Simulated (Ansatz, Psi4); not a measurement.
Here is a job for Ansatz (an electronic-structure program).
Ansatz 0.2 input:
```yaml
crystal:
  periodic: [false, false, false]
  atoms:
    - {symbol: C, position_ang: [0.87874214, -0.57746196, 0.01178248]}
    - {symbol: C, position_ang: [2.36128716, -0.21090347, 0.01892378]}
    - {symbol: C, position_ang: [0.05260727, 0.70987802, 0.08469850]}
    - {symbol: H, position_ang: [0.66331677, -1.19415500, 0.89661526]}
    - {symbol: H, position_ang: [0.68416168, -1.22068093, -0.87379508]}
    - {symbol: H, position_ang: [2.99566787, -1.10167485, 0.03968092]}
    - {symbol: Cl, position_ang: [-1.73162036, 0.11908892, 0.00897987]}
    - {symbol: H, position_ang: [2.61173789, 0.36877995, -0.87023935]}
    - {symbol: H, position_ang: [2.58650261, 0.40082008, 0.89158272]}
    - {symbol: H, position_ang: [0.14033970, 1.19332350, -0.92893097]}
basis:
  gaussian:
    orbitals: STO-3G
hamiltonian:
  xc: b3lyp5
total_charge: -1
accuracy: high
```

Give the equivalent Psi4 input.

Several could match; the one computed here: 
```
memory 2 GB

molecule {
-1 1
  C     0.87874214   -0.57746196    0.01178248
  C     2.36128716   -0.21090347    0.01892378
  C     0.05260727    0.70987802    0.08469850
  H     0.66331677   -1.19415500    0.89661526
  H     0.68416168   -1.22068093   -0.87379508
  H     2.99566787   -1.10167485    0.03968092
  Cl   -1.73162036    0.11908892    0.00897987
  H     2.61173789    0.36877995   -0.87023935
  H     2.58650261    0.40082008    0.89158272
  H     0.14033970    1.19332350   -0.92893097
}

set basis sto-3g
set scf_type pk
set puream true
set d_convergence 1e-8
set dft_radial_points 99
set dft_spherical_points 590

energy('b3lyp5')
print_variables()
```

Both were run: Ansatz gave -571.366050 Eh and Psi4 -571.366050 Eh, 0.000 mEh apart.
